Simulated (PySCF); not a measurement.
Job for PySCF: R-M06-2X/def2-TZVPP on HISSi (SMILES S[Si]I), a point of a torsion scan. Elements past Kr take the def2 small-core potentials; no spin–orbit coupling.

```python
from pyscf import gto, dft

mol = gto.M(
    atom='''
    S    -1.30503280    0.44723699    0.49929597
    Si    0.62329237    0.94058393   -0.37328261
    I     1.13010384    2.97690404    0.96003228
    H    -1.50676723   -0.63033799   -0.25027267
    ''',
    basis='def2-tzvpp',
    ecp={'I': 'def2-tzvpp'},
    charge=0, spin=0, verbose=4, max_memory=1800)
mf = dft.RKS(mol, xc='m062x').density_fit(auxbasis='def2-universal-jkfit')
mf.grids.level = 4
mf.conv_tol = 1e-9
mf.max_cycle = 150
mf.kernel()
mf.dip_moment()
```

It printed:

```
PySCF version 2.14.0

[INPUT] verbose = 4
[INPUT] num. atoms = 4
[INPUT] num. electrons = 56
[INPUT] charge = 0
[INPUT] spin (= nelec alpha-beta = 2S) = 0
[INPUT] symmetry False subgroup None
[INPUT] Mole.unit = angstrom
[INPUT] Symbol           X                Y                Z      unit          X                Y                Z       unit  Magmom
[INPUT]  1 S     -1.305032800000   0.447236990000   0.499295970000 AA   -2.466154575574   0.845155423875   0.943532638399 Bohr   0.0
[INPUT]  2 Si     0.623292370000   0.940583930000  -0.373282610000 AA    1.177851874831   1.777446024867  -0.705401899963 Bohr   0.0
[INPUT]  3 I      1.130103840000   2.976904040000   0.960032280000 AA    2.135586749919   5.625533334711   1.814198079942 Bohr   0.0
[INPUT]  4 H     -1.506767230000  -0.630337990000  -0.250272670000 AA   -2.847377398170  -1.191166167009  -0.472946802764 Bohr   0.0

nuclear repulsion = 200.837923951354
number of shells = 50
number of NR pGTOs = 237
number of NR cGTOs = 148
basis = def2-tzvpp
ecp = {'I': 'def2-tzvpp'}


******** <class 'pyscf.df.df_jk.DFRKS'> ********
method = DFRKS
initial guess = minao
damping factor = 0
level_shift factor = 0
DIIS = <class 'pyscf.scf.diis.CDIIS'>
diis_start_cycle = 1
diis_space = 8
diis_damp = 0
SCF conv_tol = 1e-09
SCF conv_tol_grad = None
SCF max_cycles = 150
direct_scf = False
XC library pyscf.dft.libxc version 7.1.2
    S. Lehtola, C. Steigemann, M. J. T. Oliveira, and M. A. L. Marques,  SoftwareX 7, 1–5 (2018)
XC functionals = m062x
    Y. Zhao and D. G. Truhlar,  Theor. Chem. Acc. 120, 215 (2008)
    Y. Zhao and D. G. Truhlar,  Theor. Chem. Acc. 120, 215 (2008)
radial grids:
    Treutler-Ahlrichs [JCP 102, 346 (1995); DOI:10.1063/1.469408] (M4) radial grids

becke partition: Becke, JCP 88, 2547 (1988); DOI:10.1063/1.454033
pruning grids: <function nwchem_prune>
grids dens level: 4
symmetrized grids: False
atomic radii adjust function: <function treutler_atomic_radii_adjust>
small_rho_cutoff = 0
Set gradient conv threshold to 3.16228e-05
Initial guess from minao.
tot grids = 104904
******** <class 'pyscf.df.df.DF'> ********
auxbasis = def2-universal-jkfit
init E= -943.647098625822
  HOMO = -0.562592146401807  LUMO = -0.439203742571176  gap/eV = 3.35757
cycle= 1 E= -983.895879639428  delta_E= -40.2  |g|= 3.32  |ddm|= 19.2
  HOMO = -0.0876216491610475  LUMO = -0.053628155267006  gap/eV = 0.92501
cycle= 2 E= -979.178538622677  delta_E= 4.72  |g|=  4.1  |ddm|= 12.2
  HOMO = -0.168640274334824  LUMO = -0.0349274939859583  gap/eV = 3.63851
cycle= 3 E= -985.124598729463  delta_E= -5.95  |g|= 1.32  |ddm|= 10.6
  HOMO = -0.255257589272596  LUMO = -0.117472246172753  gap/eV = 3.74933
cycle= 4 E= -985.904027904536  delta_E= -0.779  |g|= 0.406  |ddm|= 2.43
  HOMO = -0.276821922217667  LUMO = -0.0923283129362188  gap/eV = 5.02033
cycle= 5 E= -985.926968825637  delta_E= -0.0229  |g|= 0.229  |ddm|= 0.639
  HOMO = -0.288198664083237  LUMO = -0.0722591782872844  gap/eV = 5.87601
cycle= 6 E= -985.943665325945  delta_E= -0.0167  |g|= 0.073  |ddm|= 0.283
  HOMO = -0.295318926615408  LUMO = -0.0769307962265269  gap/eV = 5.94264
cycle= 7 E= -985.945284764539  delta_E= -0.00162  |g|= 0.0288  |ddm|= 0.103
  HOMO = -0.294542469340596  LUMO = -0.0744511877931947  gap/eV = 5.98899
cycle= 8 E= -985.945469219218  delta_E= -0.000184  |g|= 0.00998  |ddm|= 0.0325
  HOMO = -0.294510071492963  LUMO = -0.0746793806883224  gap/eV = 5.98190
cycle= 9 E= -985.945494178615  delta_E= -2.5e-05  |g|= 0.00202  |ddm|= 0.0115
  HOMO = -0.294355732229462  LUMO = -0.0744929017801368  gap/eV = 5.98277
cycle= 10 E= -985.945496876561  delta_E= -2.7e-06  |g|= 0.00102  |ddm|= 0.0049
  HOMO = -0.294426203286081  LUMO = -0.0745845077881936  gap/eV = 5.98220
cycle= 11 E= -985.945497324562  delta_E= -4.48e-07  |g|= 0.000328  |ddm|= 0.00187
  HOMO = -0.294425060038693  LUMO = -0.0745726237468067  gap/eV = 5.98249
cycle= 12 E= -985.945497380902  delta_E= -5.63e-08  |g|= 8.15e-05  |ddm|= 0.000692
  HOMO = -0.294416190611679  LUMO = -0.0745638449651159  gap/eV = 5.98249
cycle= 13 E= -985.945497384614  delta_E= -3.71e-09  |g|= 2.83e-05  |ddm|= 0.000177
  HOMO = -0.294417171832695  LUMO = -0.0745659535581384  gap/eV = 5.98246
cycle= 14 E= -985.945497384894  delta_E= -2.8e-10  |g|= 5.34e-06  |ddm|= 4.16e-05
  HOMO = -0.294416782482534  LUMO = -0.0745661127696445  gap/eV = 5.98244
Extra cycle  E= -985.945497384902  delta_E= -7.5e-12  |g|= 3.56e-06  |ddm|= 1.07e-05
converged SCF energy = -985.945497384902
Dipole moment(X, Y, Z, Debye): -0.20169, -1.54879, -1.13564
```

Self-consistency was reached.

Cost: very roughly 18 core-seconds.
